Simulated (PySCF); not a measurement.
C2H8Si (SMILES C[SiH2]C), singlet, at a GFN2-xTB geometry; TPSS/6-31G* run with PySCF.

Here is a job for PySCF.
```python
from pyscf import gto, scf, dft

mol = gto.Mole()
mol.atom = '''
    Si    0.035461   -0.433480   -0.370373
    C     1.457530    0.738733    0.087122
    C    -1.522904    0.060402    0.595673
    H     0.407409   -1.814471   -0.032555
    H    -0.230713   -0.345479   -1.812943
    H     1.215766    1.770295   -0.153907
    H     2.365254    0.481517   -0.450450
    H     1.682822    0.695107    1.149198
    H    -2.356130   -0.593044    0.355159
    H    -1.827838    1.077587    0.365422
    H    -1.360782    0.002399    1.668527
'''
mol.basis = '6-31g*'
mol.charge = 0
mol.spin = 0
mol.verbose = 4
mol.build()

mf = dft.RKS(mol)
mf.xc = 'tpss'
mf.kernel()
```

Q: What does PySCF print? Leave out banner, timings and long lists.

A: 
```
PySCF version 2.14.0

[INPUT] verbose = 4
[INPUT] num. atoms = 11
[INPUT] num. electrons = 34
[INPUT] charge = 0
[INPUT] spin (= nelec alpha-beta = 2S) = 0
[INPUT] symmetry False subgroup None
[INPUT] Mole.unit = angstrom
[INPUT] Symbol           X                Y                Z      unit          X                Y                Z       unit  Magmom
[INPUT]  1 Si     0.035461000000  -0.433480000000  -0.370373000000 AA    0.067011578103  -0.819158480476  -0.699903533934 Bohr   0.0
[INPUT]  2 C      1.457530000000   0.738733000000   0.087122000000 AA    2.754332518337   1.396003049178   0.164636719424 Bohr   0.0
[INPUT]  3 C     -1.522904000000   0.060402000000   0.595673000000 AA   -2.877871474005   0.114143237376   1.125658829798 Bohr   0.0
[INPUT]  4 H      0.407409000000  -1.814471000000  -0.032555000000 AA    0.769891430683  -3.428853250966  -0.061520033985 Bohr   0.0
[INPUT]  5 H     -0.230713000000  -0.345479000000  -1.812943000000 AA   -0.435984383377  -0.652860691789  -3.425965749447 Bohr   0.0
[INPUT]  6 H      1.215766000000   1.770295000000  -0.153907000000 AA    2.297464771558   3.345372709687  -0.290842078653 Bohr   0.0
[INPUT]  7 H      2.365254000000   0.481517000000  -0.450450000000 AA    4.469682275032   0.909935254322  -0.851227132810 Bohr   0.0
[INPUT]  8 H      1.682822000000   0.695107000000   1.149198000000 AA    3.180072696393   1.313561857268   2.171669482898 Bohr   0.0
[INPUT]  9 H     -2.356130000000  -0.593044000000   0.355159000000 AA   -4.452440413871  -1.120690739817   0.671153240674 Bohr   0.0
[INPUT] 10 H     -1.827838000000   1.077587000000   0.365422000000 AA   -3.454113220073   2.036344305392   0.690547499891 Bohr   0.0
[INPUT] 11 H     -1.360782000000   0.002399000000   1.668527000000 AA   -2.571505295238   0.004533452973   3.153059061442 Bohr   0.0

nuclear repulsion = 113.530056489355
number of shells = 36
number of NR pGTOs = 137
number of NR cGTOs = 62
basis = 6-31g*
ecp = {}

******** <class 'pyscf.dft.rks.RKS'> ********
method = RKS
initial guess = minao
damping factor = 0
level_shift factor = 0
DIIS = <class 'pyscf.scf.diis.CDIIS'>
diis_start_cycle = 1
diis_space = 8
diis_damp = 0
SCF conv_tol = 1e-09
SCF conv_tol_grad = None
SCF max_cycles = 50
direct_scf = True
direct_scf_tol = 1e-13
XC library pyscf.dft.libxc version 7.1.2
    S. Lehtola, C. Steigemann, M. J. T. Oliveira, and M. A. L. Marques,  SoftwareX 7, 1–5 (2018)
XC functionals = tpss
    J. Tao, J. P. Perdew, V. N. Staroverov, and G. E. Scuseria,  Phys. Rev. Lett. 91, 146401 (2003)
    J. P. Perdew, J. Tao, V. N. Staroverov, and G. E. Scuseria,  J. Chem. Phys. 120, 6898 (2004)
    J. Tao, J. P. Perdew, V. N. Staroverov, and G. E. Scuseria,  Phys. Rev. Lett. 91, 146401 (2003)
    J. P. Perdew, J. Tao, V. N. Staroverov, and G. E. Scuseria,  J. Chem. Phys. 120, 6898 (2004)
radial grids:
    Treutler-Ahlrichs [JCP 102, 346 (1995); DOI:10.1063/1.469408] (M4) radial grids

becke partition: Becke, JCP 88, 2547 (1988); DOI:10.1063/1.454033
pruning grids: <function nwchem_prune>
grids dens level: 3
symmetrized grids: False
atomic radii adjust function: <function treutler_atomic_radii_adjust>
small_rho_cutoff = 0
Set gradient conv threshold to 3.16228e-05
Initial guess from minao.
tot grids = 125880
init E= -370.307131783054
  HOMO = -0.355714757429141  LUMO = -0.0156651639581171  gap/eV = 9.25322
cycle= 1 E= -370.470827808687  delta_E= -0.164  |g|= 0.545  |ddm|= 2.61
  HOMO = -0.186801612895528  LUMO = 0.0691217965083153  gap/eV = 6.96403
cycle= 2 E= -370.395313377991  delta_E= 0.0755  |g|= 0.735  |ddm|=  1.2
  HOMO = -0.272389212475899  LUMO = 0.0420386102825532  gap/eV = 8.55602
cycle= 3 E= -370.550628786844  delta_E= -0.155  |g|= 0.0337  |ddm|= 0.751
  HOMO = -0.268870301082213  LUMO = 0.0390651187728079  gap/eV = 8.37935
cycle= 4 E= -370.55108441039  delta_E= -0.000456  |g|= 0.00972  |ddm|= 0.0761
  HOMO = -0.269345606949678  LUMO = 0.0397056242929299  gap/eV = 8.40971
cycle= 5 E= -370.551120729897  delta_E= -3.63e-05  |g|= 0.00134  |ddm|= 0.0157
  HOMO = -0.269338235337249  LUMO = 0.0398253815986838  gap/eV = 8.41277
cycle= 6 E= -370.551121376414  delta_E= -6.47e-07  |g|= 0.000181  |ddm|= 0.00221
  HOMO = -0.269379752415842  LUMO = 0.0397883520171241  gap/eV = 8.41289
cycle= 7 E= -370.551121385775  delta_E= -9.36e-09  |g|= 7.8e-05  |ddm|= 0.000369
  HOMO = -0.269371092821165  LUMO = 0.0397954048024198  gap/eV = 8.41285
cycle= 8 E= -370.551121387857  delta_E= -2.08e-09  |g|= 3.11e-06  |ddm|= 0.000113
  HOMO = -0.269371978826702  LUMO = 0.0397951907103984  gap/eV = 8.41287
cycle= 9 E= -370.551121387861  delta_E= -3.81e-12  |g|= 5.67e-07  |ddm|= 7.11e-06
  HOMO = -0.269371836859882  LUMO = 0.0397952971442144  gap/eV = 8.41287
Extra cycle  E= -370.55112138786  delta_E= 3.41e-13  |g|= 3.24e-07  |ddm|= 1.39e-06
converged SCF energy = -370.55112138786
```
